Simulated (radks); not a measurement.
Values are calculated unless marked as measured or tabulated.
Coulomb parameter of the 4f shell of the cerium ion Ce2+ in the model configuration [Xe] 4f1 6p1, as a second difference U = [E(n + 1) + E(n - 1) - 2 E(n)] / (1)^2 with all orbitals relaxed. "Bare": the charge of the atom changes with n. "Screened": the 6p shell takes up the change at fixed total charge, which measures U(4f,4f) + U(6p,6p) - 2 U(4f,6p). Level of theory: Dirac Kohn-Sham, BLYP, spin-unpolarised, spherical densities, point nucleus; open shells are shared between the two j in proportion to 2j + 1 (a radial shooting solver on a logarithmic mesh with Libxc functionals).

case         configuration  E - E(n) (eV)
start         [Xe] 4f1 6p1          0.000
bare +1       [Xe] 4f2 6p1        -13.975
bare -1           [Xe] 6p1         30.031
screened +1       [Xe] 4f2         -6.309
screened -1       [Xe] 6p2         14.133

U(bare) = 16.056 eV, U(screened by 6p) = 7.824 eV.
